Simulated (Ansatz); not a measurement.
A CCSD(T) single point on GeTe (`[Ge][Te]`).

```yaml
crystal:
  periodic: [false, false, false]
  atoms:
    - {symbol: Ge, position_ang: [0.000000, 0.000000, 0.000844]}
    - {symbol: Te, position_ang: [-0.000000, -0.000000, 2.339321]}
basis:
  gaussian: {orbitals: def2-TZVPP}
correlation: {method: ccsd_t}
output: {orbitals: {seedname: orbitals}}
```

```sh
$ ansatz run in.yaml --threads 4 --pin off --events-out ev --progress --plain --max-ram 10444MiB
```

Log, shortened:

```
Functional definition: HF
803 factors; integrals over basis functions are off by at most 9.7e-4 eV
mean field evaluation 1: about -63738.8832 eV, gradient 1.5e1 eV
mean field evaluation 2: about -63738.9637 eV, gradient 1.5e1 eV
mean field evaluation 4: about -63740.0495 eV, gradient 1.9e0 eV
mean field evaluation 8: about -63740.0709 eV, gradient 2.9e-1 eV
mean field -63740.07138114 eV, -2342.4044186847 hartree, gradient 3.0e-6 eV, S^2 0.000000; 0 other end points of the search recorded, 0 dependent functions left out
13 core orbitals not correlated: weight in the atoms' cores, before any rotation towards them, 1.000 or more for the frozen orbitals, at most 0.000 for the correlated occupied ones
reference -63740.07138114 eV, -2342.4044186847 hartree; 15, 15 occupied and 70, 70 virtual orbitals, 803 factors
second order -18.52679794 eV of doubles, -0.00000000 eV of singles
cycle   1  -17.07379575 eV  change     1.5e0 eV  update   1.4e-1
cycle   2  -17.64792326 eV  change   -5.7e-1 eV  update   4.7e-2
cycle   3  -17.77954382 eV  change   -1.3e-1 eV  update   2.8e-2
cycle   4  -17.73445928 eV  change    4.5e-2 eV  update   9.2e-3
cycle   5  -17.73116927 eV  change    3.3e-3 eV  update   4.7e-3
cycle   6  -17.73584397 eV  change   -4.7e-3 eV  update   1.3e-3
cycle   7  -17.73495193 eV  change    8.9e-4 eV  update   3.7e-4
cycle   8  -17.73486949 eV  change    8.2e-5 eV  update   9.8e-5
cycle   9  -17.73492929 eV  change   -6.0e-5 eV  update   2.5e-5
cycle  10  -17.73490892 eV  change    2.0e-5 eV  update   6.0e-6
perturbative correction -0.69977684 eV, -0.0257163245 hartree
Total energy: -63758.50606689 eV, -2343.0818808907 hartree
```

It took 1.5 s on 4 threads of an Arm Neoverse V2 on a shared host, with 0.3 GiB of host memory at the peak.

Correlation energy per correlated electron: -0.614 eV. T1 diagnostic: 0.0184.
